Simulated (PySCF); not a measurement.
Al(Cl)(H)(iPr) (C₃H₈AlCl), SMILES C[CH](C)[AlH][Cl]. Atoms are numbered in the order given.

```xyz
13

Al     0.4523    -0.7119     0.4614
Cl     0.0115     0.4525     2.1721
H      1.0130    -2.1701     0.7270
C      0.1956     0.0786    -1.3177
C     -0.7503     1.2789    -1.3404
C     -0.1813    -0.9787    -2.3591
H      1.2133     0.4452    -1.5713
H     -0.7719     1.7536    -2.3373
H     -1.7860     0.9818    -1.1050
H     -0.4640     2.0505    -0.6093
H      0.5187    -1.8301    -2.3706
H     -0.1933    -0.5530    -3.3780
H     -1.1892    -1.3886    -2.1761
```

Geometry: PBE0-D3(BJ)/def2-SVP. Other conformers were not sampled.

Calculation: HF/def2-TZVP in PySCF.

ESP charges are fitted to the potential on shells at 1.4 to 2.0 van der Waals radii. Atomic charges (e):

```tsv
atom	IAO	Mulliken	Löwdin	ESP fit
Al1	1.02	0.67	0.04	0.72
Cl2	-0.41	-0.36	0.23	-0.35
H3	-0.25	-0.12	-0.13	-0.28
C4	-0.46	-0.23	-0.41	0.36
C5	-0.34	-0.33	-0.28	-0.52
C6	-0.34	-0.35	-0.28	-0.48
H7	0.11	0.07	0.16	-0.06
H8	0.11	0.10	0.11	0.12
H9	0.11	0.09	0.11	0.11
H10	0.12	0.12	0.12	0.09
H11	0.11	0.11	0.12	0.07
H12	0.11	0.10	0.11	0.11
H13	0.11	0.10	0.11	0.11
```
